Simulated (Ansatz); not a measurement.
A run for Ansatz (a quantum-chemistry and plane-wave program): R-CCSD(T)/aug-cc-pVDZ on HF (SMILES F) with ghost functions, monomers drawn apart or pushed together.

Ansatz 0.2 input:
```yaml
crystal:
  periodic: [false, false, false]
  atoms:
    - {symbol: F, position_ang: [0.16001546, 1.37181469, 3.73561487]}
    - {symbol: H, position_ang: [-0.23701020, 1.22778384, 2.87735271]}
basis:
  gaussian:
    orbitals: aug-cc-pVDZ
    ghost_atoms:
      - {symbol: N, position_ang: [-1.00135577, 0.59995557, 0.75958244]}
      - {symbol: Se, position_ang: [-0.20056191, -0.94693467, 0.04936699]}
      - {symbol: H, position_ang: [-0.82625228, 1.39768240, 0.15966990]}
      - {symbol: H, position_ang: [-2.00116174, 0.46821383, 0.85935833]}
      - {symbol: H, position_ang: [-0.92866737, -0.99732372, -1.24002666]}
magnetization: {spin_polarized: false}
correlation: {method: ccsd_t, electrons: outside_noble_gas}
scf: {lower_state_search: off}
```

### Question
Predict the final total energy.

### Answer
-100.2631 hartree (reference determinant -100.0304, T1 diagnostic 0.013).
